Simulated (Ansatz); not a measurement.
Mulliken charges of C2H6AlB (`[AlH2][B]1CC1`) from B3LYP/def2-TZVPP in Ansatz (PBE0-D4/def2-TZVP geometry).

```tsv
atom	x (Å)	y (Å)	z (Å)	charge (e)
Al1	-1.503	1.226	-1.065	0.326
B2	-0.094	0.078	-0.072	0.068
C3	0.536	-1.296	0.272	-0.246
C4	1.120	-0.050	0.884	-0.246
H5	-1.200	1.800	-2.518	-0.143
H6	-2.906	1.549	-0.388	-0.143
H7	-0.024	-1.975	0.908	0.096
H8	1.102	-1.811	-0.499	0.096
H9	2.089	0.296	0.536	0.096
H10	0.963	0.131	1.944	0.096
```

Q: By hand: the dipole of these point charges (1 e Å = 4.8032 D).

A: Σ q r = (0.080, -0.065, 0.056) e Å, of length 0.117 e Å = 0.56 D.

Q: How does the dipole of the full density compare? (An estimate is asked.)

A: The calculation gave: (0.130, -0.106, 0.092) e Å, 0.92 D; the point charges give 0.61 times that, at 0° from its direction.

Point charges leave out the atoms' own dipoles, such as those of lone pairs, and Mulliken's split depends on the basis, so the two needn't agree.

B3LYP here is the variant with VWN-RPA as its local correlation; programs differ in this.
